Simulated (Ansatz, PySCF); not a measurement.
H$_{2}$Zn, triplet, at a GFN2-xTB geometry (such geometries of metal compounds can be far from the true shape) (a higher spin typed on purpose: for a closed-shell molecule this is an excited state). Base run: BHANDHLYP/def2-SVPD (PySCF).

PySCF was given this input:
```python
from pyscf import gto, scf, dft

mol = gto.Mole()
mol.atom = '''
    Zn    0.00700298    0.00572522    0.09593080
    H     0.06721488   -1.18648772   -1.38585186
    H    -0.27730424    1.01473107   -1.49207223
'''
mol.basis = 'def2-svpd'
mol.spin = 2
mol.verbose = 4
mol.build()

mf = dft.UKS(mol)
mf.xc = 'bhandhlyp'
mf.kernel()
```

The same geometry, method and basis name were run in Ansatz (a program for electronic structure) and PySCF, at each program's defaults and at the settings that a row names. The base is PySCF at its defaults. Differences at the defaults can come from grids, fitting, cores and function types together.

| code and settings | ΔE vs base (µEh) | basis functions | E (Eh) | SCF cycles | dipole (D) |
|---|---|---|---|---|---|
| PySCF, defaults (exact integrals, its default grid, spherical functions) | 0.0 | 50 | -1780.14875 | 9 | 0.53 |
| Ansatz, defaults (factorised integrals, its default grid, spherical functions) | 1.4 | 50 | -1780.14875 | - | - |
| PySCF, density fitting with def2-universal-jkfit | -2.2 | 50 | -1780.14875 | 9 | 0.53 |
| PySCF, fine grid | 0.1 | 50 | -1780.14875 | 9 | 0.53 |
| Ansatz, high accuracy | 0.0 | 50 | -1780.14875 | - | - |

Open shells are given as the SCF converged; they aren't shown to be the lowest states, and a large step between rows can be another state.
